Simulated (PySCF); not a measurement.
Species: C₃H₁₄OSi₃.
SMILES with atom numbers: `[CH3:1][CH2:2][CH2:3][SiH2:4][SiH2:5][O:6][SiH3:7]` (hydrogens: H8, H9, H10 on C1; H11, H12 on C2; H13, H14 on C3; H15, H16 on Si4; H17, H18 on Si5; H19, H20, H21 on Si7)

Geometry (PBE0-D3(BJ)/def2-SVP, Å), atoms numbered from 1 in this order:
```xyz
21
C3H14OSi3 angstrom
C     -3.6199   -0.0653   -0.6436
C     -2.1514   -0.3335   -0.3512
C     -1.5935    0.5304    0.7799
Si     0.2266    0.2033    1.1849
Si     1.5805    0.5807   -0.7006
O      3.1923    0.4067   -0.3108
Si     4.2667   -0.5809    0.4727
H     -3.9906   -0.6933   -1.4683
H     -4.2448   -0.2702    0.2405
H     -3.7831    0.9875   -0.9250
H     -2.0148   -1.4003   -0.1009
H     -1.5608   -0.1707   -1.2705
H     -2.1822    0.3791    1.7022
H     -1.6978    1.6015    0.5299
H      0.6877    1.0986    2.2941
H      0.4118   -1.2157    1.6348
H      1.3807    1.9685   -1.2192
H      1.2296   -0.3693   -1.8057
H      3.8300   -0.8013    1.8861
H      4.3552   -1.9071   -0.2114
H      5.6048    0.0732    0.4615
```

The closed-shell ground state was solved at several levels (PySCF, density fitting, gas phase, non-relativistic).

```json
{"level": "B3LYP/def2-SVPD", "basis functions": "267", "HOMO (eV)": "-7.40", "LUMO (eV)": "-0.74", "gap (eV)": "6.66", "dipole (D)": "1.29"}
{"level": "KT3/pcSseg-1", "basis functions": "210", "HOMO (eV)": "-6.55", "LUMO (eV)": "-1.30", "gap (eV)": "5.25", "dipole (D)": "1.25"}
```

Q: Estimate the row for PBE0/pcSseg-1, a basis of 210 functions; the other rows only guide the guess.

A: HOMO -7.65 eV, LUMO -0.49 eV, gap 7.16 eV, dipole 1.31 D.

Q: Over all these levels, which gives the widest orbital gap and which the narrowest?

A: PBE0/pcSseg-1 (global hybrid, 25 % exact exchange) has the widest, 7.16 eV, and KT3/pcSseg-1 (GGA) the narrowest, 5.25 eV. The two share the basis. From the narrowest to the widest the HOMO moves by -1.10 eV and the LUMO by +0.81 eV.

Q: How far do the dipole and the HOMO energy spread over the levels?

A: The dipole runs from 1.25 to 1.31 D (mean 1.28 D) and the HOMO from -7.65 to -6.55 eV.

One conformer stands for the species.
